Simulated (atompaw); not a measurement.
Which change was made? (Zn, PAW (atompaw))

- Element: Zn
- Generator: atompaw 4.2.0.5
- Type: PAW
- Functional: LDA (PW92)
- Relativity: scalar-relativistic
- Frozen core: [Ar]
- Valence charge: 12
- Reference configuration: 3d10 4s1.75 4p0.25
- Partial waves: 4s (bound): rc 2.30 bohr; 4s channel at 0.05 Ry: rc 2.30 bohr; 4p (bound): rc 2.65 bohr; 4p channel at 2.5 Ry: rc 2.65 bohr; 3d (bound): rc 0.90 bohr; 3d channel at 1.45 Ry: rc 0.90 bohr
- Local potential: ultrasoft scheme with l = 3 at 0 Ry, radius 1.85 bohr
- Core correction: smooth core density matched at 2.30 bohr
- Augmentation charge: sinc compensation charge, radius 2.60 bohr; PAW radius 2.65 bohr; waves and projectors: custom polynom vanderbiltortho

Cutoffs, loose and tight: the cutoffs (Ry, on a coarse ladder) from which the occupation-weighted sum of valence levels, in a spherical-Bessel basis at the reference potential, stays within 10 and 1 mRy of its value at 400 Ry. They see the waves, projectors and local potential, not the compensation charge or the core.

The base gives: outcome: generated; cutoff, loose: 200 Ry; cutoff, tight: 300 Ry; bound ghosts: none.

(1) After one change the result is: outcome: failed: atompaw: The overlap operator has at least one negative eigenvalue!. Which change was it?
A. wave 4s channel at 0.05 Ry: rc 2.30 bohr becomes 4s channel at 0.05 Ry: rc 1.86 bohr
B. wave 3d (bound): rc 0.90 bohr becomes 3d (bound): rc 1.98 bohr
C. all radii scaled by about 0.89 (s 2.04, p 2.34, d 0.80 bohr); local potential ultrasoft scheme with l = 3 at 0 Ry, radius 1.64 bohr; augmentation sinc compensation charge, radius 2.30 bohr; PAW radius 2.34 bohr; waves and projectors: custom polynom vanderbiltortho; core correction smooth core density matched at 2.04 bohr
D. core [Ne], valence charge 20; reference 3s2 3p6 3d10 4s2 4p0; waves now 3s (bound): rc 0.95 bohr; 4s (bound): rc 1.05 bohr; 3p (bound): rc 1.10 bohr; 4p (bound): rc 1.25 bohr; 3d (bound): rc 1.15 bohr; 3d channel at 0.05 Ry: rc 1.25 bohr; local potential ultrasoft scheme with l = 3 at 0 Ry, radius 0.95 bohr; core correction smooth core density matched at 1.15 bohr; augmentation sinc compensation charge, radius 0.95 bohr; PAW radius 1.25 bohr; waves and projectors: custom polynom vanderbiltortho

Answers

(1) A. The others give: wave 3d (bound): rc 0.90 bohr becomes 3d (bound): rc 1.98 bohr → outcome: generated; cutoff, loose: 30 Ry; cutoff, tight: 50 Ry; bound ghosts: none | core [Ne], valence charge 20; reference 3s2 3p6 3d10 4s2 4p0; waves now 3s (bound): rc 0.95 bohr; 4s (bound): rc 1.05 bohr; 3p (bound): rc 1.10 bohr; 4p (bound): rc 1.25 bohr; 3d (bound): rc 1.15 bohr; 3d channel at 0.05 Ry: rc 1.25 bohr; local potential ultrasoft scheme with l = 3 at 0 Ry, radius 0.95 bohr; core correction smooth core density matched at 1.15 bohr; augmentation sinc compensation charge, radius 0.95 bohr; PAW radius 1.25 bohr; waves and projectors: custom polynom vanderbiltortho → outcome: generated; cutoff, loose: 120 Ry; cutoff, tight: 200 Ry; bound ghosts: none | all radii scaled by about 0.89 (s 2.04, p 2.34, d 0.80 bohr); local potential ultrasoft scheme with l = 3 at 0 Ry, radius 1.64 bohr; augmentation sinc compensation charge, radius 2.30 bohr; PAW radius 2.34 bohr; waves and projectors: custom polynom vanderbiltortho; core correction smooth core density matched at 2.04 bohr → outcome: generated; cutoff, loose: 260 Ry; cutoff, tight: over 300 Ry; bound ghosts: s.
